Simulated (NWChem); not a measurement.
System: MgO; SMILES [Mg]=[O]

Results from NWChem. Medium grid unless said otherwise, to which SCAN and Minnesota functionals are sensitive. The geometry was optimised at PBE-D3(BJ)/def2-SVP. Total energies of different functionals are on different scales.

```
level                                                                energy (Ha)  highest occupied level (eV)  orbital gap (eV)  dipole (D)
-------------------------------------------------------------------  -----------  ---------------------------  ----------------  ----------
B3LYP/def2-TZVP                                                        -275.2698                        -5.93              2.05        7.38
PBE/def2-TZVP                                                          -275.0586                            …              0.46        6.99
BLYP/def2-TZVP                                                         -275.2670                        -4.73              0.44        6.89
MPW1K/def2-TZVP                                                        -275.1922                        -7.04              3.87        8.12
BHandHLYP/def2-TZVP                                                    -275.1932                        -7.47              4.49        8.01
BP86/def2-TZVP                                                         -275.2742                        -4.90              0.47        7.02
LC-wPBE (HJS exchange hole, range parameter 0.4 per bohr)/def2-TZVP    -275.0809                        -8.55              6.71        8.61
M05-2X/def2-TZVP                                                       -275.2258                        -7.63              4.62        8.31
Hartree-Fock/def2-TZVP                                                 -274.3743                        -8.67              7.37        8.87
LRC-wPBEh/def2-TZVP                                                    -275.0599                        -7.86              5.75        7.91
revPBE/def2-TZVP                                                       -275.1920                        -4.70              0.46        6.98
```

**Question.** Some entries are withheld; supply them.

**Answer.** 
- PBE/def2-TZVP, highest occupied level (eV): -4.78
